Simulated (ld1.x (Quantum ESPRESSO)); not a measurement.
# Transferability test, ultrasoft potential for Al

| Quantity | Value |
| --- | --- |
| Element | aluminium (Al) |
| Generator | ld1.x (Quantum ESPRESSO) 7.5 |
| Type | ultrasoft |
| Functional | PBE |
| Relativity | scalar-relativistic |
| Frozen core | [Ne] |
| Valence charge | 3 |
| Reference configuration | 3s2 3p1 |
| Partial waves | 3s (bound): rcut 2.05, rcutus 2.30 bohr; 3s channel at 2.05 Ry: rcut 2.05, rcutus 2.30 bohr; 3p (bound): rcut 1.45, rcutus 1.75 bohr; 3p channel at 1.2 Ry: rcut 1.45, rcutus 1.75 bohr; 3d channel at -0.1 Ry: rcut 2.00, rcutus 2.70 bohr; 3d channel at 2.2 Ry: rcut 2.00, rcutus 2.70 bohr |
| Local potential | all-electron potential smoothed inside 1.75 bohr (lloc = -1) |
| Core correction | Bessel-smoothed model core, default radius (core density twice the valence density) |
| Augmentation charge | PSQ, radius 1.35 bohr |

Energies are relative to the spin-unpolarised reference configuration 3s2 3p1; without spin polarisation the order of configurations can differ from experiment.

```csv
valence configuration,charge,ΔE all-electron (eV),error AE − PS (meV)
3s2 3p0,+1,5.761,-0.1
3s1 3p0,+2,24.987,-10
3s2 3p0.5,+0.5,2.086,0.0
3s1 3p1,+1,11.571,-2.5
3s1 3p2,0,5.139,-1.0
3s0 3p3,0,10.451,-3.4
```

**Question.** What are ΔE and the potential's error for 3s2 3p1.3?

**Answer.** ΔE = -0.575 eV all-electron; the error (AE − PS) is 0.0 meV.
